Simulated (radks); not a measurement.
Values are calculated unless marked as measured or tabulated.
Task: All-electron atom: La in [Xe] 5d1 6s2. Level of theory: scalar-relativistic Kohn-Sham, r2SCAN, spin-polarised, spherical densities, finite nucleus; open shells are filled with parallel spins first (spin-orbit coupling, left out, can overturn this in heavy ions); meta-GGA in the generalised Kohn-Sham scheme; Fermi nuclear charge, rms radius 4.855 fm (a radial shooting solver on a logarithmic mesh with Libxc functionals). Some entries of the table are withheld. Estimate them.

| orbital | occ. | eigenvalue (eV) | <r> (bohr) | <1/r> (bohr^-1) |
|---|---|---|---|---|
| 1s down | 1 | -38813.85 | 0.02507 | 62.01 |
| 1s up | 1 | -38813.85 | 0.02507 | 62.01 |
| 2s up | 1 | -6197.890 | 0.1074 | 14.29 |
| 2s down | 1 | -6197.848 | 0.1074 | 14.29 |
| 2p up | 3 | -5551.741 | 0.09426 | 13.55 |
| 2p down | 3 | -5551.712 | 0.09426 | 13.55 |
| 3s up | 1 | -1333.027 | 0.2846 | 5.187 |
| 3s down | 1 | -1333.019 | 0.2846 | 5.187 |
| 3p up | 3 | -1125.485 | 0.2828 | 4.909 |
| 3p down | 3 | -1125.474 | 0.2828 | 4.909 |
| 3d up | 5 | -827.6079 | 0.2599 | 4.646 |
| 3d down | 5 | -827.5806 | 0.2599 | 4.646 |
| 4s up | 1 | -272.2462 | 0.6545 | 2.145 |
| 4s down | 1 | -272.1935 | 0.6546 | 2.145 |
| 4p up | 3 | -204.3537 | 0.6932 | 1.980 |
| 4p down | 3 | -204.3072 | 0.6933 | 1.980 |
| 4d up | 5 | -105.7963 | 0.7680 | 1.722 |
| 4d down | 5 | -105.7483 | 0.7680 | 1.722 |
| 5s up | 1 | -40.2492 | (1) | 0.8404 |
| 5s down | 1 | -39.9442 | (2) | 0.8449 |
| 5p up | 3 | (3) | (4) | 0.7195 |
| 5p down | 3 | (5) | (6) | 0.7260 |
| 6s up | 1 | -3.9164 | 4.388 | 0.2858 |
| 6s down | 1 | -3.5337 | 4.628 | 0.2687 |
| 5d up | 1 | -3.3327 | 2.966 | 0.4455 |
| 5d down | 0 | -2.5951 | 3.104 | 0.4343 |

Result: 
(1) 5s up <r> (bohr): 1.569
(2) 5s down <r> (bohr): 1.562
(3) 5p up eigenvalue (eV): -23.4094
(4) 5p up <r> (bohr): 1.813
(5) 5p down eigenvalue (eV): -22.9132
(6) 5p down <r> (bohr): 1.798
